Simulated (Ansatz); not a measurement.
Species: HF3Ge, SMILES `[F][GeH]([F])[F]` (charge 0, multiplicity 1), formula HF3Ge.

Q: How many basis functions does frozen-core CCSD(T)/cc-pVTZ // r2SCAN-D4/def2-TZVP run with Ansatz (a program for electronic structure) use, how many core orbitals are frozen, and how many electrons are correlated?

A: 147 basis functions and 12 frozen orbitals, which leaves 36 correlated electrons (filled d shells below the valence shell are correlated). Core time is of the order of seconds.
